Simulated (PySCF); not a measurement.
C5H5NS.
Structure used (GFN2-xTB), in Å, numbered top down from 1:
```
atom  x, y, z in Å
C1     1.451    0.222    0.115
C2    -0.001    0.515   -0.146
C3    -0.514    1.703   -0.010
S4    -1.126    3.132    0.119
C5    -0.871   -0.666   -0.536
C6    -1.013   -1.548    0.597
N7    -1.099   -2.231    1.510
H8     1.922   -0.164   -0.790
H9     1.975    1.120    0.428
H10    1.540   -0.532    0.897
H11   -1.862   -0.333   -0.853
H12   -0.400   -1.219   -1.356
```

PySCF closed-shell single points with density fitting, gas phase. The input was altered on purpose; the results of an altered input aren't properties of the species above.

What comes out at WP04/pcSseg-1 with: at most 91 cycles, bond C1–C2 scaled by 2.0?

E = -655.7813 Eh; HOMO -8.09 eV, LUMO -7.44 eV (gap 0.65 eV), in 18 cycles. The distance C1···C2 goes from 1.505 to 3.009 Å, the nuclear repulsion from 295.35 to 289.29 Eh. Only C2 was moved, along that bond; its nearest neighbour is now H11 at 1.292 Å. With bonds stretched this far the closed-shell solution need not be the lowest.

Coordinates of the altered input:
```
atom  x, y, z in Å
C1     1.4512    0.2218    0.1147
C2    -1.4540    0.8083   -0.4061
C3    -0.5138    1.7034   -0.0099
S4    -1.1261    3.1319    0.1187
C5    -0.8713   -0.6662   -0.5363
C6    -1.0132   -1.5483    0.5970
N7    -1.0988   -2.2306    1.5097
H8     1.9220   -0.1639   -0.7902
H9     1.9751    1.1204    0.4279
H10    1.5399   -0.5323    0.8968
H11   -1.8623   -0.3333   -0.8533
H12   -0.4002   -1.2188   -1.3556
```

The SCF part of the output:
```
final grid: 105640 points
cycle   1  E = -655.5892915038  dE =  1.061e+00  |g| = 8.186e-01  |ddm| = 3.539e+00
cycle   2  E = -652.2927568833  dE =  3.297e+00  |g| = 2.660e+00  |ddm| = 3.133e+00
cycle   3  E = -655.4439719663  dE = -3.151e+00  |g| = 9.494e-01  |ddm| = 2.917e+00
cycle   4  E = -655.5704987954  dE = -1.265e-01  |g| = 7.069e-01  |ddm| = 2.049e+00
cycle   5  E = -655.7548261999  dE = -1.843e-01  |g| = 2.997e-01  |ddm| = 1.398e+00
cycle   6  E = -655.7485657038  dE =  6.260e-03  |g| = 3.167e-01  |ddm| = 7.000e-01
cycle   7  E = -655.7749474160  dE = -2.638e-02  |g| = 1.300e-01  |ddm| = 6.092e-01
cycle   8  E = -655.7788348017  dE = -3.887e-03  |g| = 8.285e-02  |ddm| = 2.125e-01
cycle   9  E = -655.7809802652  dE = -2.145e-03  |g| = 2.905e-02  |ddm| = 1.100e-01
cycle  10  E = -655.7812155897  dE = -2.353e-04  |g| = 1.163e-02  |ddm| = 5.078e-02
cycle  11  E = -655.7812550359  dE = -3.945e-05  |g| = 6.306e-03  |ddm| = 3.073e-02
cycle  12  E = -655.7812668049  dE = -1.177e-05  |g| = 2.712e-03  |ddm| = 5.947e-03
cycle  13  E = -655.7812693157  dE = -2.511e-06  |g| = 2.016e-03  |ddm| = 6.402e-03
cycle  14  E = -655.7812711660  dE = -1.850e-06  |g| = 4.086e-04  |ddm| = 8.198e-03
cycle  15  E = -655.7812712343  dE = -6.829e-08  |g| = 1.146e-04  |ddm| = 1.792e-03
cycle  16  E = -655.7812712353  dE = -9.759e-10  |g| = 1.091e-04  |ddm| = 4.483e-04
cycle  17  E = -655.7812712389  dE = -3.587e-09  |g| = 2.998e-05  |ddm| = 1.461e-04
cycle  18  E = -655.7812712391  dE = -2.046e-10  |g| = 1.714e-05  |ddm| = 5.802e-05
converged SCF energy = -655.7812712391
```
